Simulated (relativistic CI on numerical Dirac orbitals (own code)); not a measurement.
# Au XLII: sensitivity of the levels to the model

Base calculation: Dirac-Coulomb-Breit CI, orbitals from a KLI potential per configuration, QED by a radiative potential, unscaled Slater integrals.

CI space (outside the closed core [Ar] 3d10): 4s2 4p6 4d2, 4s2 4p6 4d 4f, 4s2 4p5 4d3, 4s 4p6 4d3, 4s2 4p5 4d2 4f, 4s 4p6 4d2 4f, 4s2 4p6 4d 5s, 4s2 4p6 4f 5s, 4s2 4p6 4d 5p, 4s2 4p6 4d 5d, 4p6 4d3 4f, 4s2 4p5 4d2 5s, 4s2 4p6 4d 5f, 4s 4p6 4d 4f 5s, 4s2 4p6 5s 5p, 4s2 4p6 4d 5g, 4s 4p6 4d2 5s, 4s2 4p5 4d2 5d, 4s2 4p6 4d 6s, 4s2 4p6 4d 6d, 4s2 4p6 4f2, 4s2 4p5 4f3, 4s 4p6 4f3, 4p6 4d4, 4p5 4d5, 4p5 4d4 4f, 4s2 4p6 4f 5p, 4s2 4p5 4f2 5p, 4s 4p6 4f2 5p, 4s2 4p6 5s2, 4s2 4p5 4f 5s2, 4s 4p6 4f 5s2, 4s2 4p6 5p2, 4s2 4p5 4f 5p2, 4s 4p6 4f 5p2, 4p6 4d3 5s, 4p5 4d4 5s, 4p5 4d3 4f 5s, 4s 4p6 4d 5s2, 4s 4p5 4d 4f 5s2, 4p6 4d 4f 5s2. Double excitations out of closed p, d and f shells are left out; levels of such configurations are missing from the list, as are those of other unlisted configurations, and high levels can miss mixing partners. These lack a partner that the ground configuration has and come out too high: 4s2 4p5 4d2 5s, 4s 4p6 4d2 5s, 4s2 4p5 4d2 5d.

Variants: (1) valence Slater integrals scaled by 0.9; (2) configuration mixing switched off; (3) Breit term removed. Shifts of the energy above 4s2 4p6 4d2 3F_2, in cm⁻¹, for the lowest level and the first level of each name with at least 55 % of one term (blank where a level changes its place among those of its configuration and J or its character, or is not in the variant):

| Level | Base | Δ(1) | Δ(2) | Δ(3) |
| --- | --- | --- | --- | --- |
| 4s2 4p6 4d2 3F_2 | 0 | 0 | 0 | 0 |
| 4s2 4p6 4d2 3P_0 | 78012 | -7009 | +1695 | -555 |
| 4s2 4p6 4d2 3F_3 | 203433 | +1107 | -230 | +4508 |
| 4s2 4p6 4d2 3P_1 | 251400 | -3293 | +2850 | +3708 |
| 4s2 4p6 4d2 1G_4 | 251434 | -3215 | +1751 | +5321 |
| 4s2 4p6 4d2 3F_4 | 436452 | -879 | +913 | +9115 |
| 4s2 4p6 4d2 1S_0 | 553685 | -12930 | -1577 | +7528 |
| 4s2 4p5 4d3 5D°_0 | 1454680 | +2260 | -27491 | +3681 |
| 4s2 4p5 4d3 3P°_1 | 1869660 | +628 |  | +12546 |
| 4s2 4p5 4d3 3I°_7 | 1874234 | +865 | -22553 | +16009 |
| 4s2 4p6 4d 4f 3H°_4 | 1908562 | +1783 | -6929 | +9449 |

At this charge energies of transitions that change n are usually good to better than 1 %, and those within a shell (Δn = 0) to a few per cent.

Ionisation energy from the two ground configurations alone: base 1966.94 eV; Breit term removed 1968.33 eV. The NIST ASD value (theoretical) is 1967 eV.

LS names give the leading component of a level, which can be under half, so a name can repeat, a term be missing and a line seem to break the LS rules.
